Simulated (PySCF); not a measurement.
A structure optimised at ωB97X-D3(BJ)/def2-SVP, used in a PySCF frequency run:

```
C
O 1 1.1927
O 1 1.3796 2 121.96
B 3 1.3643 1 126.47 2 31.04
F 4 1.3203 3 117.08 1 -158.23
C 1 1.5013 2 127.02 3 -177.79
H 6 1.0962 1 109.66 2 1.57
H 6 1.1001 7 110.55 1 -120.90
H 6 1.1007 7 110.28 8 -118.63
Cl 4 1.7496 5 119.21 3 176.18
```

Q: Write its SMILES and formula.

A: CC(=O)OB(F)Cl, C₂H₃BClFO₂

Q: What are its rotational constants (standard atomic weights)?

A: 3.5284, 1.4483, 1.1431 GHz
